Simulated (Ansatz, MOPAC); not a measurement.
Spectroscopic constants of LiC+, multiplicity 3 (lowest of 2S+1 = 1, 3, 5 at CCSD(T)/def2-TZVPP on PBE0 minima; our sources give no spin for the ground state, which may be another).

The constants come from a fifth-degree fit in 1/R (seven points, main isotopes). Runs in def2 and cc sets follow the lowest solution found near the PBE0 minimum.

Programs: Ansatz (Gaussian basis) for Hartree–Fock, density functionals and correlated methods; MOPAC for PM6, PM7 (differences of heats of formation). 

| level | r_e (Å) | ω_e (cm⁻¹) | α_e (cm⁻¹) | B_e (cm⁻¹) |
|---|---|---|---|---|
| PM6 | 2.322 | 407 | 0.024 | 0.706 |
| PM7 | 2.206 | 464 | 0.019 | 0.782 |
| SVWN5/def2-TZVPP | 2.269 | 333 | 0.024 | 0.740 |
| PBE/def2-TZVPP | 2.305 | 319 | 0.025 | 0.717 |
| r2SCAN/def2-TZVPP | 2.316 | 314 | 0.025 | 0.710 |
| B97M-V/def2-TZVPP | 2.320 | 313 | 0.025 | 0.708 |
| B3LYP/def2-TZVPP | 2.288 | 328 | 0.024 | 0.727 |
| PBE0/def2-TZVPP | 2.283 | 332 | 0.025 | 0.731 |
| BHLYP/def2-TZVPP | 2.257 | 348 | 0.024 | 0.747 |
| CAM-B3LYP/def2-TZVPP | 2.268 | 339 | 0.024 | 0.740 |
| wB97X-V/def2-TZVPP | 2.300 | 326 | 0.024 | 0.719 |
| wB97M-V/def2-TZVPP | 2.322 | 310 | 0.024 | 0.706 |
| B2PLYP/def2-TZVPP | 2.280 | 335 | 0.024 | 0.733 |
| CCSD/aug-cc-pVTZ | 2.322 | 319 | 0.022 | 0.706 |
| CCSD/def2-TZVPP | 2.303 | 323 | 0.024 | 0.718 |
| CCSD/aug-cc-pVQZ | 2.319 | 319 | 0.022 | 0.708 |
| CCSD/def2-QZVPP | 2.304 | 326 | 0.022 | 0.717 |
| CCSD(T)/aug-cc-pVTZ | 2.325 | 318 | 0.022 | 0.704 |
| CCSD(T)/def2-TZVPP | 2.304 | 322 | 0.024 | 0.717 |
| CCSD(T)/aug-cc-pVQZ | 2.323 | 318 | 0.022 | 0.706 |
| CCSD(T)/def2-QZVPP | 2.307 | 325 | 0.022 | 0.716 |
| CCSD(T)/CBS(aug-cc-pVTZ, aug-cc-pVQZ) | 2.321 | 318 | 0.022 | 0.707 |

Correlated levels freeze the inner cores; with def2 sets outer-core shells near the valence are correlated too. CBS: X⁻³ extrapolation of the correlation energy, Hartree–Fock from the larger set. The state that PM6, PM7 reach isn't checked; PM7 holds dispersion and hydrogen-bond terms.

Ansatz is a program for electronic structure.
